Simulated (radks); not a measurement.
Problem. These are the eigenvalues of the occupied orbitals of an atom or ion with whole-number occupations (eV). All-electron calculation, scalar-relativistic Kohn-Sham, PBE, spin-polarised, spherical densities, finite nucleus; Fermi nuclear charge, rms radius of each element as measured or else 0.836 A^(1/3) + 0.57 fm. Program: a radial shooting solver on a logarithmic mesh with Libxc functionals.

| orbital | eigenvalue |
|---|---|
| 1s up | -57362.01 |
| 1s down | -57362.01 |
| 2s up | -9636.969 |
| 2s down | -9636.949 |
| 2p up | -8524.574 |
| 2p down | -8524.559 |
| 3s up | -2159.654 |
| 3s down | -2158.803 |
| 3p up | -1821.157 |
| 3p down | -1820.308 |
| 3d up | -1397.107 |
| 3d down | -1396.460 |
| 4s up | -426.7401 |
| 4s down | -424.9433 |
| 4p up | -315.3908 |
| 4p down | -313.6216 |
| 4d up | -166.1696 |
| 4d down | -164.4295 |
| 5s up | -52.2568 |
| 5s down | -51.4092 |
| 5p up | -26.6784 |
| 5p down | -26.0817 |
| 6s up | -3.8572 |
| 4f up | -3.8540 |
| 6s down | -3.8078 |
| 4f down | -2.3453 |

Which element is it, and in what charge state? The configuration may be excited. Open shells, if any, are filled with parallel spins first.

Solution. Z = 68, erbium, charge 0: Er in [Xe] 4f12 6s2. The list shows which subshells hold electrons but not how many an open one holds; the 1s level, -2108 hartree, gives Z - s = 64.9 by -(Z - s)^2/2, which with screening and relativity narrows Z to a few neighbours, and the depths of the outer levels then fix element, charge and occupations together.
